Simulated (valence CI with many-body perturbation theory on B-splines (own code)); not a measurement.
**Missing levels of Kr²¹⁺**

Method: relativistic CI+MBPT: five valence electrons over a frozen Dirac-Fock core [Ne], radial functions for each j: 11 s, 11 p, 10 d, 8 f, 5 g, 2 h, with the one-electron correlation potential Σ1 (screened to all orders), the two-electron term Σ2, the three-electron term Σ3, Breit, model QED; selected single and double excitations, second order for the rest, scaled by the run's own slope (own B-spline code, finite nucleus).

No measured spectrum was set against this ion. As an estimate, levels of excited configurations hold to 0.05 to 0.15 % of their energy, terms of the ground configuration to about 0.5 %. Among the levels kept, up to 3300 cm⁻¹ of a level comes from second order outside the variational space, and about a tenth of that is noise between levels of different J, which matters for small intervals.

| Level | E (eV) |
| --- | --- |
| 3s2.3p3 4S°_3/2 | 0.000 |
| 3s2.3p3 2D°_3/2 | ? |
| 3s2.3p3 2D°_5/2 | 13.293 |
| 3s2.3p3 2P°_1/2 | 19.012 |
| 3s2.3p3 2P°_3/2 | ? |
| 3s.3p4 4P_5/2 | 63.750 |
| 3s.3p4 4P_3/2 | 70.102 |
| 3s.3p4 4P_1/2 | 71.630 |
| 3s.3p4 2D_3/2 | 79.307 |
| 3s.3p4 2D_5/2 | 82.412 |
| 3s2.3p2.3d 4F_3/2 [a] | 88.565 |
| 3s2.3p2.3d 4F_3/2 [b] | 90.333 |
| 3s.3p4 2S_1/2 | 90.367 |
| 3s2.3p2.3d 4F_5/2 | 92.138 |
| 3s2.3p2.3d 2F_5/2 [a] | 95.874 |
| 3s2.3p2.3d 4F_7/2 | ? |
| 3s2.3p2.3d 4D_1/2 | ? |
| 3s2.3p2.3d 2F_7/2 [a] | 98.668 |
| 3s2.3p2.3d 4D_3/2 | ? |
| 3s2.3p2.3d 4F_9/2 | ? |

Names give the largest LS component (configuration and term), which can be under half, so a name can repeat, a term be missing and a line seem to break the LS rules; names also repeat where a configuration has a term twice. Letters in brackets count levels of one name in rising energy.

The levels stand in rising order. What does the calculation give for the missing energies?

3s2.3p3 2D°_3/2 9.708; 3s2.3p3 2P°_3/2 26.896; 3s2.3p2.3d 4F_7/2 97.089; 3s2.3p2.3d 4D_1/2 97.477; 3s2.3p2.3d 4D_3/2 99.506; 3s2.3p2.3d 4F_9/2 100.827.
